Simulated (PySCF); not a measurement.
**The second ionisation energy along group 12**

Calculated with PySCF 2.14 from differences of total energies of unrestricted determinants, without spin-orbit coupling. Values in eV. The last column holds reference values (NIST; (s) semi-empirical, (t) theoretical, else measured). Unmarked ones compare directly (S terms, centres of terms, or small fine structure); those marked * lie between the lowest fine-structure levels and include a spin-orbit shift.

```tsv
element	configurations	PBE	PBE0	MP2 (valence)	MP2 (valence and next inner shell)	CCSD (valence)	CCSD(T) (valence and next inner shell)	reference
Zn (def2-TZVPPD, non-relativistic)	[Ar] 3d10 4s1 → [Ar] 3d10	18.380	18.006	17.414	17.487	17.310	17.387	17.964
Cd (def2-TZVPPD with the def2 core potential (28 electrons), ECP)	[Kr] 4d10 5s1 → [Kr] 4d10	17.446	17.094	16.702	16.843	16.533	16.696	16.908
Hg (def2-TZVPPD with the def2 core potential (60 electrons), ECP)	[Xe] 4f14 5d10 6s1 → [Xe] 4f14 5d10	19.142	18.816	18.625	18.819	18.379	18.573	18.757
```

```csv
method,elements,mean error (eV),mean absolute error (eV),largest error (eV)
PBE,3,0.446,0.446,0.537
PBE0,3,0.095,0.095,0.185
MP2 (valence),3,-0.296,0.296,-0.550
MP2 (valence and next inner shell),3,-0.160,0.202,-0.478
CCSD (valence),3,-0.469,0.469,-0.654
CCSD(T) (valence and next inner shell),3,-0.324,0.324,-0.577
```

Errors include the incompleteness of the basis and the frozen core.

"Valence" correlates the outer s and p shells and, in groups 3 to 12 and the f block, the outer d or f shell, open or full, or the next shell where the ion has no valence electron left; the wider scheme adds the next inner shell.
